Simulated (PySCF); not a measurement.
Simulation results for BGeH₂O₂, CH₄B₂Ge, C₂H₆BGe, CH₄BGeO

Calculation on a computer-drawn molecule: the log of a Hartree-Fock and frozen-core CCSD(T) single point meant for a local Hartree-Fock minimum, with one planted fault or none, to be diagnosed. Offsets are logged minus clean, where the clean run is the same molecule without the fault. The reference is restricted for singlets and unrestricted otherwise, and also for a bond in bohr or an excited solution. Adding or removing an electron swaps singlet and doublet. The excited solution moves the top pair (singlet) or top alpha electron (doublet) to the lowest empty orbital. Highest occupied and lowest empty are orbital energies over both spins, largest force is the largest gradient component, triples share is (T) over the correlation energy, the T1 limit is 0.02 restricted and 0.045 unrestricted, electrons count all cores, a negative frequency is imaginary (commonest isotopes), and the dipole is about the centre of nuclear charge; on germanium a core potential holds 10 electrons, which the energies leave out, and 3d is frozen in MP2 and coupled-cluster steps. Program: PySCF 2.14.0.

Common to all runs: meant basis cc-pVDZ; meant basis and core potential on germanium cc-pVDZ-PP ECP10MDF; logged SCF converged yes; possible faults no fault, one electron removed, one electron added, multiplicity raised by two, geometry at a saddle point, SCF held on an excited solution, minimal basis STO-3G, one bond length entered in bohr, all coordinates scaled.

(1) BGeH₂O₂

Logged structure:
```xyz
6
BGeH2O2
B     -1.8904     1.3785     1.5320
Ge    -1.4863    -0.1135     0.2108
O      0.9669    -0.7191    -1.5110
O     -2.8686    -1.1896     0.2999
H     -2.3901     2.4551     1.5026
H     -2.7944    -1.9681    -0.2380
```

- meant charge: 0
- meant multiplicity: 2
- logged electrons: 55
- logged basis functions: 75
- logged spin squared: 1.926
- logged highest occupied: -8.5567 eV
- logged lowest empty: 0.9413 eV
- logged largest force: 0.021697 hartree/bohr
- logged T1 diagnostic: 0.036029
- logged D1 diagnostic: 0.14955
- logged triples share: 0.023984
- logged CC converged: yes
- logged dipole magnitude: 0.73668 debye
- logged SCF stable within its kind: yes
- logged energy HF: -468.80236 hartree
- logged energy CCSD(T): -469.28632 hartree
- planted fault: one bond length entered in bohr, row 2 of the drawn bonds
- HF energy offset from clean run: 37.39 kcal/mol
- CCSD(T) energy offset from clean run: 85.1 kcal/mol

Drawn bonds:
```
atom  other atom  order
   1           2      1
   2           3      2
   2           4      1
   1           5      1
   4           6      1
```

(2) CH₄B₂Ge

Logged structure:
```xyz
8
CH4B2Ge
B     -2.2567    -1.2196     0.3369
Ge    -0.1998    -1.9035     0.0081
B      1.0231    -0.3132    -0.4174
C      1.7885     0.8074    -0.6980
H     -0.1905    -2.9065    -1.1542
H      0.2897    -2.6267     1.2708
H      2.8535     0.7499    -0.9012
H      1.3563     1.8036    -0.7283
```

- meant charge: 0
- meant multiplicity: 1
- logged electrons: 52
- logged basis functions: 85
- logged spin squared: 0
- logged highest occupied: -6.3996 eV
- logged lowest empty: -1.3534 eV
- logged largest force: 0.026167 hartree/bohr
- logged CC converged: no
- logged dipole magnitude: 1.0362 debye
- logged SCF stable within its kind: no
- logged energy HF: -382.57977 hartree
- planted fault: SCF held on an excited solution
- HF energy offset from clean run: 102.6 kcal/mol

Drawn bonds:
```
atom  other atom  order
   1           2      1
   2           3      1
   3           4      2
   2           5      1
   2           6      1
   4           7      1
   4           8      1
```

Notes: CCSD not converged.

(3) C₂H₆BGe

Logged structure:
```xyz
10
C2H6BGe
C      1.5143    -1.2752     3.8888
Ge     1.3161    -2.1775     2.3749
B      0.1227    -1.1186     1.1240
C     -0.7649    -0.2776     0.2568
H      1.0368    -0.3149     4.0409
H      2.1140    -1.6460     4.7119
H      1.8548    -3.4980     1.9137
H     -1.0141     0.6497     0.7896
H     -0.2517    -0.0188    -0.6768
H     -1.6942    -0.8123     0.0279
```

* meant charge: 1
* meant multiplicity: 1
* logged electrons: 53
* logged basis functions: 95
* logged spin squared: 0.7556
* logged highest occupied: -21.765 eV
* logged lowest empty: -11.893 eV
* logged largest force: 0.042127 hartree/bohr
* logged T1 diagnostic: 0.016523
* logged D1 diagnostic: 0.061668
* logged triples share: 0.029873
* logged CC converged: yes
* logged dipole magnitude: 3.0357 debye
* logged SCF stable within its kind: yes
* logged energy HF: -396.49628 hartree
* logged energy CCSD(T): -396.94011 hartree
* planted fault: one electron removed
* HF energy offset from clean run: 281.9 kcal/mol
* CCSD(T) energy offset from clean run: 318.2 kcal/mol

Drawn bonds:
```
atom  other atom  order
   1           2      2
   2           3      1
   3           4      1
   1           5      1
   1           6      1
   2           7      1
   4           8      1
   4           9      1
   4          10      1
```

(4) CH₄BGeO

Logged structure:
```xyz
8
CH4BGeO
C     -1.3879     0.9023    -2.5349
Ge    -0.0533     1.9810    -2.3004
B     -0.0338     2.6384    -0.3902
O     -0.0987     3.0690     0.7509
H     -1.5743     0.4388    -3.4754
H     -2.0724     0.6856    -1.7495
H      1.0556     2.4775    -3.1316
H      0.2312     2.8270     1.5956
```

- meant charge: 1
- meant multiplicity: 1
- logged electrons: 54
- logged basis functions: 85
- logged spin squared: 0
- logged highest occupied: -13.479 eV
- logged lowest empty: -4.1845 eV
- logged largest force: 0.021112 hartree/bohr
- logged T1 diagnostic: 0.017705
- logged D1 diagnostic: 0.050277
- logged triples share: 0.035598
- logged CC converged: yes
- logged dipole magnitude: 5.1562 debye
- logged SCF stable within its kind: yes
- logged energy HF: -432.83266 hartree
- logged energy CCSD(T): -433.3587 hartree
- planted fault: withheld

Drawn bonds:
```
atom  other atom  order
   1           2      2
   2           3      1
   3           4      1
   1           5      1
   1           6      1
   2           7      1
   4           8      1
```

(5) CH₄BGeO

Logged structure:
```xyz
8
CH4BGeO
C     -1.4119     0.9179    -2.5787
Ge    -0.0542     2.0153    -2.3402
B     -0.0344     2.6840    -0.3969
O     -0.1004     3.1221     0.7639
H     -1.6016     0.4464    -3.5355
H     -2.1083     0.6975    -1.7797
H      1.0739     2.5203    -3.1858
H      0.2352     2.8759     1.6232
```

* meant charge: 1
* meant multiplicity: 1
* logged electrons: 54
* logged basis functions: 85
* logged spin squared: 2.0173
* logged highest occupied: -12.066 eV
* logged lowest empty: -5.1127 eV
* logged largest force: 0.06696 hartree/bohr
* logged T1 diagnostic: 0.015918
* logged D1 diagnostic: 0.043825
* logged triples share: 0.027745
* logged CC converged: yes
* logged dipole magnitude: 3.051 debye
* logged SCF stable within its kind: yes
* logged energy HF: -432.80577 hartree
* logged energy CCSD(T): -433.29237 hartree
* planted fault: withheld

Drawn bonds:
```
atom  other atom  order
   1           2      2
   2           3      1
   3           4      1
   1           5      1
   1           6      1
   2           7      1
   4           8      1
```

Question: Give the missing planted fault for CH₄BGeO (entry 4).
Answer: all coordinates scaled, by -1.7 %

Question: CH₄BGeO (entry 5): planted fault?
Answer: multiplicity raised by two

Further results for CH₄BGeO (entry 4):

* HF energy offset from clean run: 1.675 kcal/mol
* CCSD(T) energy offset from clean run: 4.272 kcal/mol

Further results for CH₄BGeO (entry 5):

- HF energy offset from clean run: 18.55 kcal/mol
- CCSD(T) energy offset from clean run: 45.89 kcal/mol
